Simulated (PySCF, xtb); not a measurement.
Mg(iPr)(NH2) (C3H9MgN), SMILES [NH2][Mg][CH](C)C.

GFN2-xTB in xtb 6.7.1 at its own geometry gives an orbital gap of 1.99 eV and a dipole moment of 3.00 D.

Geometry optimised at B3LYP-D3(BJ)/def2-SVP. The structure was generated by enumeration; whether it is a known compound was not checked. The values are those of a single conformer.

### Question
What does PBE/def2-TZVP (PySCF) give? (An estimate is asked for; the answer gives what the named calculation found.)

### Answer
gap 3.39 eV (levels -4.77 and -1.38 eV), dipole 0.38 D.
